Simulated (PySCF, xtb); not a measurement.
Ti(OH)3 (H3O3Ti), SMILES [OH][Ti+]([OH])[OH], charge +1, multiplicity 1. One conformer was computed; it need not be the lowest.

Harmonic wavenumbers (cm⁻¹) from GFN2-xTB run with xtb at its own minimum, in rising order: 70, 174, 175, 245, 386, 389, 499, 502, 536, 662, 799, 800, 3554, 3556, 3568.

**Question.** What does PBE0-D3(BJ)/def2-SVP (PySCF) give at its own minimum? (Estimate from the structure and the level; the computed values follow.)

**Answer.** 132, 216, 216, 234, 372, 372, 486, 486, 556, 866, 936, 936, 3838, 3838, 3861. Paired by order, the mean absolute difference is 105 cm⁻¹ and the zero-point energies are 22.7 and 24.8 kcal/mol.
